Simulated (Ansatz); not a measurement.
```yaml
crystal:
  periodic: [false, false, false]
  atoms:
    - {symbol: O, position_ang: [-0.333325, -0.433738, -0.237595]}
    - {symbol: Cu, position_ang: [1.159754, 0.002927, 0.637752]}
    - {symbol: H, position_ang: [-0.837329, 0.366011, -0.413356]}
basis:
  gaussian: {orbitals: cc-pVDZ}
total_charge: 3
magnetization: {spin_polarized: true, initial_magnetization: 1}
hamiltonian: {xc: {name: PBEsol}, dispersion: d3bjatm, pseudopotentials: {relativity: scalar}}
```

```sh
$ ansatz run in.yaml --threads 2 --pin off --events-out ev --progress --plain --max-ram 32768MiB --backend cpu
```

Shortened log:

```
Functional definition: PBEsol
731 factors; their error is unknown
mean field evaluation 1: about -46816.5331 eV, gradient 2.2e2 eV
mean field evaluation 2: about -45803.7292 eV, gradient 5.0e2 eV
mean field evaluation 4: about -46770.4298 eV, gradient 1.9e2 eV
mean field evaluation 8: about -46906.4314 eV, gradient 2.6e1 eV
mean field evaluation 16: about -46908.3351 eV, gradient 1.4e-1 eV
mean field evaluation 96: about -46908.3424 eV, gradient 1.0e-1 eV
mean field evaluation 160: about -46907.9694 eV, gradient 4.1e-2 eV
mean field evaluation 192: about -46908.3365 eV, gradient 2.4e-2 eV
mean field evaluation 224: about -46907.9468 eV, gradient 5.1e-4 eV
mean field -46908.33655976 eV, -1723.8495729587 hartree, gradient 9.2e-6 eV, S^2 1.467505; 18 other end points of the search recorded, 0 dependent functions left out
reference -46908.33658973 eV, -1723.8495740599 hartree; 18, 17 occupied and 44, 45 virtual orbitals, 731 factors
Total energy: -46908.34551254 eV, -1723.8499019674 hartree
Relativity: scalar
```

(1) What is wrong with this run?

Answers

(1) The charge is far from anything that the molecule holds. The run converged. The result belongs to that input, not to the molecule as meant.
